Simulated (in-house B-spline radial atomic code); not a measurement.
Sb. Computed with a B-spline radial atomic code. Model: non-relativistic spherical atom: semilocal Troullier-Martins pseudo-atom, one channel per l, against all electrons, high spin, G0W0 and RPA with empty states to l = 8, local potential for every l without a channel, a model core (radius 0 = none) keeps its share of the functional.

Without relativity these are model numbers for so heavy an element.

What the tables leave out is listed at the end.

The pseudopotential gives back the lowest level of each angular momentum of its own functional in the configuration it was made in; a second state of the same l is only approximately right. Exact exchange, RPA and GW see the smooth pseudo-orbitals and miss the exchange with the core, for which the functional's share stands in. The column with an uncorrelated core keeps all orbitals and exact exchange, and so separates missing core correlation from pseudisation. Only the three outermost levels and the lowest empty one were computed. RPA here is direct RPA, with no exchange kernel, and its energies carry an (l + 1/2)⁻⁴ tail. A hybrid on a potential with a model core restores only its own semilocal share of the core's exchange.

Command:
```bash
python run_psgw.py task.json out
```
Settings (lengths in bohr, energies in hartree):
```
Z                      51
electrons              51
configuration          [Kr] 4d10 5s2 5p3
generated_in           [Kr] 4d10 5s2 5p3
functional             pbe,pbe
core_shells            7
radius_factor          0.9
core_correction        True
```

Run time, properties included: 39 s on 1 thread of Intel(R) Xeon(R) Platinum 8259CL CPU @ 2.50GHz (Skylake/Cascade Lake) (shared host).

Given: made with PBE; model core radius 0.534 bohr; local radius 0.863 bohr; mean-field start PBE.

Valence shells of the generating configuration: 4p, 4d, 5s, 5p.

Channel: s 1.777, p 0.702, d 0.758 (radii in bohr).

Computed: largest level miss in the spin-unpolarised generating configuration 0.127 eV; valence RPA correlation energy pseudo -1.5184 hartree; all-electron RPA polarisability, core included 39.804 bohr³; pseudo-atom RPA polarisability 38.35 bohr³.

| level | occupied | mean-field all-electron (eV) | mean-field pseudo minus all (eV) | G0W0 all-electron (eV) | G0W0 uncorrelated core minus all (eV) | G0W0 pseudo minus all (eV) | exchange self-energy all-electron (eV) | exchange self-energy pseudo (eV) |
| --- | --- | --- | --- | --- | --- | --- | --- | --- |
| 5p up | 1 | -5.5335 | -0.133 | -8.9157 | 0.013 | -0.088 | -14.638 | -13.908 |
| 5p down (empty) | 0 | -3.6126 | -0.133 | -1.359 | 0.014 | 0.005 | -4.1799 | -3.3524 |

(1) What is the valence RPA correlation energy all-electron orbitals?

Given: mean-field start PBE0.

Computed: valence RPA correlation energy all-electron orbitals -1.2404 hartree; valence RPA correlation energy pseudo -1.4504 hartree; pseudo-atom RPA polarisability 33.419 bohr³.

```
          level  occupied  mean-field all-electron (eV)  mean-field pseudo minus all (eV)  G0W0 all-electron (eV)  G0W0 uncorrelated core minus all (eV)  G0W0 pseudo minus all (eV)  exchange self-energy all-electron (eV)  exchange self-energy pseudo (eV)
          5p up         1                       -6.5875                            -0.015                 -9.1906                                  0.015                       0.023                                 -14.681                           -13.801
        5s down         1                        -11.48                            -0.581                 -14.215                                 -0.016                       -1.36                                 -14.529                           -15.595
5p down (empty)         0                       -2.7105                            -0.004                 -1.1007                                  0.014                       0.053                                 -3.8437                           -3.0418
```

(2) What is the all-electron RPA polarisability, core included?

Answers

(1) -1.3028 hartree.

(2) 33.669 bohr³.

Among the listed levels the largest G0W0 shift of the pseudo-atom is -1.36 eV, for 5s down on the PBE0 start, while leaving the core uncorrelated moves that level by -0.02 eV. So pseudisation and the lost core exchange, not the missing core correlation, make the error. Not in the tables (levels of low weight, unsolved or above zero; the highest and the empty levels are kept at any weight): on PBE the G0W0 levels 5s down (pseudo minus all -0.97 eV, weights 0.67 and 0.76), 5s up (pseudo minus all -1.35 eV, weights 0.08 and 0.07); on PBE0 the G0W0 levels 5s up (pseudo minus all +0.84 eV, weights 0.04 and 0.08); no Hartree-Fock pseudo-atom is run with a model core.
